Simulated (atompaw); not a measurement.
## What one change does to a pseudopotential (As (Z = 33), PAW (atompaw))

atompaw 4.2.0.5 input, output lines left out:

```
As 33
GGA-PBE scalarrelativistic loggrid 1500 logderivrange -3 5 201
4 4 3 0 0 0
4 0 1
4 1 4
0 0 0
c
c
c
v
c
c
v
c
2
2.20 2.00 1.55 1.75
y
2
n
y
-0.05
n
y
0.35
n
custom polynom vanderbiltortho sinc
bessel
2.20
1.15
2.20
2.20
2.20
```

Change: augmentation sinc compensation charge, radius 2.00 bohr; PAW radius 2.20 bohr; waves and projectors: custom polynom2 7 10 vanderbiltortho.

Cutoffs: the cutoffs (Ry, on a coarse ladder) from which the occupation-weighted sum of valence levels, in a spherical-Bessel basis at the reference potential, stays within 10 and 1 mRy of its value at 400 Ry; they do not see the model core or the augmentation charge, which bear on the density cutoff.

Problem. What does the change do?

Solution. The potential gets harder (8 Ry and 10 Ry → 8 Ry and 15 Ry); the bound ghost in s disappears; the range in which the s phases agree widens (upper end -0.8 → 4.6).

| quantity | base | changed |
| --- | --- | --- |
| cutoff, loose | 8 Ry | 8 Ry |
| cutoff, tight | 10 Ry | 15 Ry |
| bound ghosts | s | none |
| s: phases at 2.21 bohr within 0.05 rad from the reference energy up to (Ry; the scan ends near 5) | -0.8 | 4.6 |
| p: phases at 2.21 bohr within 0.05 rad from the reference energy up to (Ry; the scan ends near 5) | to the end of the scan | to the end of the scan |
| d: phases at 2.21 bohr within 0.05 rad from the reference energy up to (Ry; the scan ends near 5) | 1.3 | 1.4 |
| lowest overlap eigenvalue by channel | s 0.10, p 0.59, d 1.00 | s 0.22, p 0.81, d 1.00 |

 A true bound ghost makes a file unfit for plane-wave use even where its test errors are small: the radial tests pick states by their node count and pass the ghost by. The cutoffs see the waves, projectors and local potential, not the compensation charge or the core.
